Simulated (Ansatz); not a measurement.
One geometry of Ag2I, several levels of theory.

```yaml
crystal:
  periodic: [false, false, false]
  atoms:
    - {symbol: Ag, position_ang: [1.403115, -1.464983, 0.212393]}
    - {symbol: Ag, position_ang: [-0.381124, 1.921733, -0.569780]}
    - {symbol: I, position_ang: [-1.022001, -0.456750, 0.357378]}
basis:
  gaussian: {orbitals: def2-TZVP, initial_orbitals: start.molden}
magnetization: {spin_polarized: true, initial_magnetization: 1}
hamiltonian: {xc: pbe0, dispersion: d4}
scf: {omitted_lower_state_checks: [starts]}
output: {orbitals: {seedname: orbitals}}
```

The file start.molden holds the orbitals of an earlier run on this structure, at another level or in another basis.

```sh
$ ansatz run in.yaml --threads 4 --pin off --events-out ev --progress --plain --max-ram 3916MiB
```

Shortened log:

```
Functional definition: PBE0
1260 factors; integrals over basis functions are off by at most 4.6e-4 eV
mean field evaluation 1: about -16101.6006 eV, gradient 1.3e1 eV
mean field evaluation 2: about -16101.8056 eV, gradient 2.6e-1 eV
mean field evaluation 4: about -16101.9185 eV, gradient 1.6e-3 eV
mean field evaluation 8: about -16101.9185 eV, gradient 2.3e-5 eV
mean field -16101.91847891 eV, -591.7345898277 hartree, gradient 2.3e-5 eV, S^2 0.754082; 0 other end points of the search recorded, 0 dependent functions left out
reference -16101.91851134 eV, -591.7345910194 hartree; 32, 31 occupied and 98, 99 virtual orbitals, 1260 factors
Total energy: -16102.02971676 eV, -591.7386777433 hartree
Checks for a lower state left out: starts
```

It took 2.2 s on 4 threads of Intel Xeon Platinum 8488C on a shared host.

First input, but with `hamiltonian: {xc: pbe, dispersion: d4}` (abridged; 1.2 s):

```
Functional definition: PBE
mean field -16102.31966329 eV, -591.7493330816 hartree, gradient 9.3e-6 eV, S^2 0.751669
Total energy: -16102.44916432 eV, -591.7540921565 hartree
Checks for a lower state left out: starts
```

As the first input, with `hamiltonian: {xc: r2scan, dispersion: d4}` (abridged; 2.5 s):

```
Functional definition: r2SCAN
mean field -16107.67142815 eV, -591.9460068127 hartree, gradient 1.4e-5 eV, S^2 0.754734
Total energy: -16107.69477754 eV, -591.9468648868 hartree
Checks for a lower state left out: starts
```

Geometry: PBE-D4/def2-TZVP, that of the charge +1 singlet.

In the def2 sets Ag, I take a core potential; there is no spin–orbit coupling. The structure comes from a short search, and lower isomers may exist.
